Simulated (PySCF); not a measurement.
**Radial density of Ga¹⁹⁺ (gallium, charge +19)**

UHF, [Ne] 3s2, closed-shell 1S. Computed with PySCF 2.14 in an uncontracted even-tempered set (18 s from 1.9 bohr⁻², ratio 2.5; 11 p from 2.4 bohr⁻², ratio 2.5; 5 d from 9.5 bohr⁻², ratio 2.7; 4 f from 14 bohr⁻², ratio 2.7), with the spin-free X2C one-electron Hamiltonian (Gaussian nucleus).

```csv
r (bohr),4πr²ρ (e/bohr)
0.000648,0.1743
0.00109,0.4425
0.00183,1.103
0.00308,2.678
0.00519,6.198
0.00873,13.21
0.0147,24.46
0.0247,35.79
0.0415,36.50
0.0698,28.91
0.117,37.46
0.198,36.33
0.332,10.14
0.559,4.897
0.940,0.4914
1.58,0.001743
```

Densities and radii are taken from the X2C orbitals without a picture-change correction, which distorts them close to the nucleus.
